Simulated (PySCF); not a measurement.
Cl₄Te, SMILES Cl[Te+](Cl)(Cl)Cl, charge +1, multiplicity 2.

Coordinates come from a B3LYP-D3(BJ)/def2-SVP optimisation. The def2 effective core potentials stand for the cores of Te; spin–orbit coupling is left out.

The numbers are results of PBE/def2-TZVP in PySCF, not measurements.

**Question.** Estimate the frontier levels, dipole moment and polarisability. (Estimate from the structure and the level; the computed values follow.)

**Answer.** 
```
Quantity                                                            Value
------------------------------------------------  -----------------------
α spin, highest occupied and lowest empty level       -12.72 and -9.50 eV
β spin, highest occupied and lowest empty level      -13.28 and -12.10 eV
dipole moment about the centre of nuclear charge                   0.19 D
mean static polarisability                          99.4 bohr³ (14.73 Å³)
polarisability, principal values                  81.9, 89.2, 127.0 bohr³
⟨S²⟩                                              0.754 (pure state 0.75)
```
